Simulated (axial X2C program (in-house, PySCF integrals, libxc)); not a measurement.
# Spectroscopic constants of PdSb

All values were computed with an axial X2C code built on PySCF integrals. Spin-free means the one-electron spin-free X2C Hamiltonian; two-component (2c) means X2C with spin–orbit coupling and atomic mean-field two-electron Coulomb and Gaunt terms, so the difference of the two also holds small scalar two-electron terms. Basis: Sb dyall-cv3z [11s12p8d4f1g], Pd dyall-cv3z [12s12p8d5f3g] (cores contracted in-house); Gaussian nuclei, density fitting, unrestricted open shells. Masses: Sb 120.904 u, Pd 105.903 u.

The run was started with this input:
```json
{"zs": [51, 46], "q": 0, "bas": ["dyall-cv3z", "dyall-cv3z"], "levels": ["PBE0", "HF", "M06"], "cc": true, "r0": 2.6, "thr": -1.0, "nmax": 90, "npts": 10, "nst": 2, "ntry": 6}
```
```bash
python so2c.py task.json out
```

Keys: zs atomic numbers; q charge; bas basis sets; levels methods; cc coupled cluster on or off; r0 starting distance in Å; thr threshold in hartree for freezing inner shells (an s shell follows its p shell); nmax most natural virtual spinors; npts points on the curve; nst determinants followed; ntry starts of the search. HF also brings MP2.

State, spin-free: M_S = 3/2, Λ = 0 (beyond evenly filled blocks: σα, π+α, π-α); electrons by block: σα: 20, σβ: 19, π+α: 11, π+β: 10, π-α: 11, π-β: 10, δ+α: 4, δ+β: 4, δ-α: 4, δ-β: 4. Fragments: Sb + Pd.

State, 2c: Ω = 3/2 (⟨Sz⟩ = 1.48, ⟨Lz⟩ = 0.02 at PBE0); electrons by block: 1/2: 30, -1/2: 30, 3/2: 15, -3/2: 14, 5/2: 4, -5/2: 4. Fragments: Sb + Pd.

```tsv
Hamiltonian	level	Re (Å)	ωe (cm⁻¹)	ωexe (cm⁻¹)	Be (cm⁻¹)	αe (cm⁻¹)	De (eV)	k (mdyn/Å)	μ (D)
spin-free	PBE0	2.463	213.5	0.664	0.04922	0.000194	1.72	1.52	1.70
spin-free	M06	2.494	208.0	0.627	0.048	0.000183	1.80	1.44	1.26
2c	PBE0	2.463	211.5	0.672	0.04921	0.000197	1.69	1.49	1.65
2c	M06	2.477	204.6	0.635	0.04868	0.000209	1.71	1.39	0.87
```

Dipoles are positive if Pd is the positive end.

Occupations by symmetry block were frozen at the best pattern of an incomplete PBE0 search. De is counted from the lowest determinant-based energies of the atoms at the same level, without counterpoise correction. Density functionals use the spin component along the axis (collinear). PBE0 can misorder states that lie within some tenths of an eV, so this need not be the ground state of the molecule. The nearest other spin-free determinant of the search, M_S = 1/2, Λ = 0, lies 0.25 eV up at the distance of the search. With several unpaired electrons one determinant need not be a pure state. This is the top spin component of a Σ state; components of lower Ω are not single determinants and can lie lower.

No reliable constants came from HF (2c), HF (spin-free), MP2 (2c), MP2 (spin-free): no minimum in range, unconverged points, a curve that is not smooth, a change of character along it, or the two Hamiltonians disagreeing along it.

Rough cost a point (2c) on 1 thread(s) of a shared host, integrals apart: PBE0 2 s, M06 3 s.

The whole task took 4.7 min on 1 thread of Arm Neoverse V1, on a shared host.
